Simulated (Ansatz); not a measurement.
Name a neutral molecule of C, Cl, S, Ta and H with HOMO–LUMO gap (PBE0/def2-TZVPP) between 5.15 and 5.45 eV and size of the dipole moment (ωB97M-V/def2-TZVPP) between 2.10 and 2.40 D (Ansatz, PBE0-D4/def2-TZVP geometry).

`[CH3][Ta](=[S])([Cl])[Cl]` (5.38 eV, 2.21 D). Other molecules can fit too; these were computed, each in one conformer that needn't be the lowest.
